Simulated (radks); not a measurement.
Spherical quantum dot in the effective-mass picture: electrons in a parabolic well V = omega^2 r^2 / 2 with omega = 0.919, all in effective atomic units (hartree* = m*/eps^2 hartree, bohr* = eps/m* bohr), one dielectric constant everywhere. Method: non-relativistic Kohn-Sham, PBE, spin-polarised, spherical densities; computed with a radial shooting solver with Libxc functionals. Levels are named by radial order and angular momentum (1s, 1p, 1d, 2s, ...), and open shells are averaged over m.

N = 24, configuration 1s2 1p6 1d10 2s2 1f(up 4, down 0). This is the lowest configuration that the search found. Occupied and some empty levels:

| level | occupation | eigenvalue (hartree*) | <r> (bohr*) |
|---|---|---|---|
| 1s up | 1 | 11.047 | 1.867 |
| 1s down | 1 | 11.067 | 1.829 |
| 1p up | 3 | 11.418 | 2.301 |
| 1p down | 3 | 11.453 | 2.274 |
| 1d up | 5 | 11.850 | 2.599 |
| 1d down | 5 | 11.895 | 2.583 |
| 2s up | 1 | 11.973 | 2.205 |
| 2s down | 1 | 12.004 | 2.221 |
| 1f up | 4 | 12.337 | 2.832 |
| 1f down | 0 | 12.387 | 2.825 |
| 2p up | 0 | 12.527 | 2.478 |
| 2p down | 0 | 12.556 | 2.490 |
| 1g up | 0 | 12.871 | 3.029 |
| 1g down | 0 | 12.924 | 3.029 |
| 2d up | 0 | 13.109 | 2.737 |
| 2d down | 0 | 13.138 | 2.744 |

Energy (hartree*): total 181.100, kinetic 19.545, external 67.113, Hartree 104.81, exchange-correlation -10.368.
